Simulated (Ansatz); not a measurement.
```yaml
atoms:
  - { symbol: Cr, position_ang: [0.0000, 0.0000, 0.0000] }
  - { symbol: C, position_ang: [0.0000, 3.1648, 0.0000] }
  - { symbol: F, position_ang: [0.0000, -2.8851, 0.0000] }
```

Basis set: pcseg-2 (spherical functions). Charge 0, multiplicity 2.

Computed with Ansatz (development build ahead of 0.2.0); each method stands on the lowest determinant of its kind that the runs found. Restricted functionals stand beside restricted open-shell atoms, which can lie above the unrestricted atoms usual in DFT and then raise those values.

(1) Give the atomization energy at this shape (free ground-state atoms in the same class of orbitals less the molecule, no zero-point energy) of doublet CCrF by PBE0 (unrestricted), PBE0 (restricted open-shell).

Answers

(1)

```
                      method  atomization energy
         PBE0 (unrestricted)             1.24 eV
PBE0 (restricted open-shell)            -2.90 eV
```

Caution: other spin multiplicities were not run; the shape is not the minimum. Caution for PBE0 (unrestricted): the unrestricted determinant is a mixture of spin states. Caution for PBE0 (restricted open-shell): an unrestricted determinant lies well below; the molecule lies well above its atoms at this level.
